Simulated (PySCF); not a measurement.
# TDDFT excited states: C6H8F2O

C₆H₈F₂O.
Atom-mapped SMILES: `[CH3:1][C@H:2]1[CH2:3][C@@:4]([F:5])([C:6](=[O:7])[F:8])[CH2:9]1` (hydrogens: H10, H11, H12 on C1; H13 on C2; H14, H15 on C3; H16, H17 on C9)

The calculation used PySCF, TDDFT PBE0/def2-SVPD, vertical, gas phase, core orbitals frozen in the response. One conformer (not necessarily the lowest) at the GFN2-xTB geometry, without solvent, vibrations or thermal averaging.

```
state  E (eV)  ν̃ (cm⁻¹)       f  |μ| (D)  main configurations (H = HOMO, L = LUMO)
   S1    5.84      47120  0.0015     0.26                    H→L (84%), H-4→L (10%)
   S2    7.17      57870   0.037     1.16                               H-1→L (98%)
   S3    7.38      59510  0.0012     0.20       H-3→L (49%), H-4→L (31%), H→L (14%)
   S4    7.81      62960   0.084     1.69                               H-2→L (95%)
   S5    7.97      64250  0.0001     0.07                  H-4→L (54%), H-3→L (43%)
   S6    8.19      66070  0.0073     0.48                  H→L+2 (79%), H→L+1 (16%)
```

Triplets (Tamm–Dancoff): T1 5.23 eV, H→L (81%), H-4→L (12%); T2 6.36 eV, H-6→L (46%), H-1→L (32%), H-2→L (17%).

The lowest singlet lies at 5.84 eV (212 nm, ultraviolet) and is very weak; its leading configuration is HOMO→LUMO (84%). The strongest level in the table is S4 at 7.81 eV (159 nm, f = 0.084). Löwdin shares by element: HOMO oxygen 32%, carbon 30% or more (atoms not listed hold the other 38%); LUMO carbon 44% or more, oxygen 32%, fluorine 9% or more. Orbital energies (eV): HOMO-3 -9.90, HOMO-2 -9.87, HOMO-1 -9.29, HOMO -8.83, LUMO -0.92, LUMO+1 0.54, LUMO+2 0.62. Weighted by f, the mean energy of these states is 7.62 eV. The listed states span 2.35 eV, and the widest gap between neighbours is 1.33 eV (S1 to S2). Singlets were solved by full linear response, triplets in the Tamm–Dancoff approximation.
